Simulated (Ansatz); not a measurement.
`CC[SiH2]O` + `C[SiH](O)O` → `C[SiH](O)O[SiH2]O` + ethane  (ligand exchange at the Si–C bond)

Program: Ansatz. Geometries: PBE0-D4/def2-TZVP. ΔE: electronic, gas phase. CCSD(T)/CBS is the MP2 limit (def2-TZVPP, def2-QZVPP) plus CCSD(T) − MP2 in def2-TZVPP, frozen cores. This one scheme is used for every species. DFT in def2-TZVPP. Each species was taken in one conformer, which may not be the lowest.

`CC[SiH2]O`:

Cartesian coordinates in Å:
```
C -0.110 -1.366 0.627
C -0.690 -0.423 -0.424
Si 0.008 1.308 -0.342
O 1.646 1.337 -0.565
H -0.283 -0.991 1.640
H 0.969 -1.486 0.500
H -0.554 -2.363 0.567
H -0.516 -0.818 -1.431
H -1.778 -0.345 -0.312
H -0.332 1.898 0.987
H -0.557 2.153 -1.424
H 2.198 1.095 0.179
```

`C[SiH](O)O`:

Z-matrix (Å, degrees):
```
C
Si 1 1.852
H 1 1.093 2 111.0
H 1 1.093 2 110.6 3 119.4
H 1 1.092 2 110.8 3 -120.4
O 2 1.647 1 105.2 3 -58.4
O 2 1.646 1 112.8 3 64.2
H 2 1.484 1 113.0 3 -179.4
H 6 0.958 2 117.2 1 -175.7
H 7 0.958 2 117.6 1 -54.3
```

`C[SiH](O)O[SiH2]O`:

Cartesian coordinates in Å:
```
C 1.373 0.505 1.983
Si 0.811 0.511 0.225
O 1.487 -0.784 -0.524
O -0.833 0.404 0.148
Si -1.869 -0.458 -0.765
O -1.176 -0.835 -2.217
H 1.079 -0.423 2.478
H 0.933 1.343 2.531
H 2.460 0.594 2.039
H 1.182 1.772 -0.470
H 1.132 -1.008 -1.389
H -2.170 -1.750 -0.113
H -3.089 0.357 -0.980
H -1.321 -0.229 -2.945
```

`CC`:

Cartesian coordinates in Å:
```
C -0.115 -0.726 0.189
C 0.115 0.726 -0.189
H 0.394 -0.982 1.121
H -1.178 -0.939 0.327
H 0.256 -1.403 -0.585
H -0.394 0.982 -1.121
H 1.178 0.939 -0.327
H -0.256 1.403 0.584
```

**Question.** Is it downhill or uphill in electronic energy at CCSD(T)/CBS, and by how much? (An estimate is asked.)

**Answer.** Ansatz gave: Downhill: ΔE = -32.9 kcal/mol.

**Question.** What do these levels give: ωB97M-V, PBE, MP2/def2-TZVPP, SCS-MP2/def2-QZVPP, MP2/CBS(def2), CCSD/CBS(def2)? (An estimate is asked.)

**Answer.** Computed: ωB97M-V -32.6, PBE -29.3, MP2/def2-TZVPP -33.2, SCS-MP2/def2-QZVPP -33.9, MP2/CBS(def2) -33.0, CCSD/CBS(def2) -33.3 kcal/mol.

Largest T1 diagnostic among the species: 0.011.

From PBE to PBE0 (25 % exact exchange), in def2-TZVPP and without D4, ΔE moves by −1.4 kcal/mol. In def2-TZVPP, CCSD(T) changes the Hartree–Fock value by +4.0 kcal/mol (the triples alone add +0.5 kcal/mol) and MP2 by +3.9 kcal/mol.
